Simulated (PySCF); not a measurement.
Molfile (atoms numbered from 1):
```
H6O2Si2
     RDKit          3D

 10  9  0  0  0  0  0  0  0  0999 V2000
    2.4137   -0.4775   -0.0496 O   0  0  0  0  0  0  0  0  0  0  0  0
    0.9002   -1.0409    0.0762 Si  0  0  0  0  0  4  0  0  0  0  0  0
   -0.0823    0.2368    0.2884 O   0  0  0  0  0  0  0  0  0  0  0  0
   -1.5158    0.9524    0.4995 Si  0  0  0  0  0  4  0  0  0  0  0  0
    2.5969    0.4535    0.0459 H   0  0  0  0  0  0  0  0  0  0  0  0
    0.5419   -1.6897   -1.1772 H   0  0  0  0  0  0  0  0  0  0  0  0
    0.7997   -1.8871    1.2579 H   0  0  0  0  0  0  0  0  0  0  0  0
   -2.3584    0.6437   -0.6544 H   0  0  0  0  0  0  0  0  0  0  0  0
   -1.1794    2.3717    0.5847 H   0  0  0  0  0  0  0  0  0  0  0  0
   -2.1075    0.4418    1.7348 H   0  0  0  0  0  0  0  0  0  0  0  0
  1  2  1  0
  2  3  1  0
  3  4  1  0
  1  5  1  0
  2  6  1  0
  2  7  1  0
  4  8  1  0
  4  9  1  0
  4 10  1  0
M  END
```

[PySCF 2.14.0 with density-fitted response routines: GIAO PBE0/pcSseg-1 shieldings; GFN2-xTB geometry; one conformer; gas phase; fast rotation and ring inversion assumed for equivalent nuclei; no relativistic terms]

δ = σ(ref) − σ, references computed at the same level: TMS for $^{1}$H, $^{29}$Si; $^{17}$O vs H2O.

| atoms | nucleus | count | Hirshfeld charge | δ (ppm) |
| --- | --- | --- | --- | --- |
| O1 | $^{17}$O | 1 | -0.32 | 36.2 |
| Si2 | $^{29}$Si | 1 | 0.46 | -35.4 |
| H6/H7 | $^{1}$H | 2 | -0.09 | ? |
| H5 | $^{1}$H | 1 | 0.18 | 1.59 |
| H8/H9/H10 | $^{1}$H | 3 | -0.08 | 5.17 |
| Si4 | $^{29}$Si | 1 | 0.40 | ? |
| O3 | $^{17}$O | 1 | -0.31 | 38.3 |

Q: Complete the table.

A: 
- H6/H7: 5.02 ppm, hydrogen on a silicon bonded to 2 O
- Si4: -44.8 ppm, silicon bonded to O, 3 H

OH/NH shifts are gas-phase values; hydrogen bonding in solution moves them, usually downfield. Experimental scales use liquid or dissolved standards, which lie at an offset from isolated H2O (liquid H2O: subtract about 36 ppm).
